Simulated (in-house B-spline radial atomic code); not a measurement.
A run on an ion of nuclear charge 26 with 26.8 electrons that did not converge. Method: scalar-relativistic (X2C) LC-wPBE, spin-polarised, spherical fractional occupations, Fermi nucleus of rms radius 3.7377 fm; computed with a B-spline radial code for spherical atoms.

Command:
```bash
python run_scf.py task.json out
```
Settings (nuclear radius in fm, mass in u):
```
Z                26
configuration    [Ar] 3d6.8 4s2
hamiltonian      x2c
method           lc_wpbe
spin_polarised   True
nucleus          fermi
rms_radius       3.7377
atomic_mass      55.93494
speed_of_light   137.035999084
```

First and last ten iterations of the last attempt (damped for 15 steps, keeping 80 % of the old Fock matrix, then DIIS):
```
 iter        energy (Eh)    residual
    1       -1259.495247    3.90e-01
    2       -1260.701619    5.81e-01
    3       -1266.097595    3.96e-01
    4       -1269.160426    2.50e-01
    5       -1270.791423    1.53e-01
    6       -1271.597862    9.63e-02
    7       -1271.966589    6.98e-02
    8       -1272.125292    5.23e-02
    9       -1272.194319    3.86e-02
   10       -1271.739409    8.01e-02
  111       -1272.175580    3.18e-02
  112       -1271.794235    5.96e-02
  113       -1271.792728    5.97e-02
  114       -1271.788913    6.00e-02
  115       -1271.791446    5.99e-02
  116       -1271.794693    5.96e-02
  117       -1271.791936    5.98e-02
  118       -1271.795701    5.94e-02
  119       -1271.801524    5.88e-02
  120       -1271.811183    5.78e-02
 not converged after 120 iterations
```

The smallest residual met was 2.6e-02; the threshold is about 3e-07. No energy from this run should be used. Time taken, with all properties: 25 s on 1 thread of Arm Neoverse N1, with other jobs on the host.
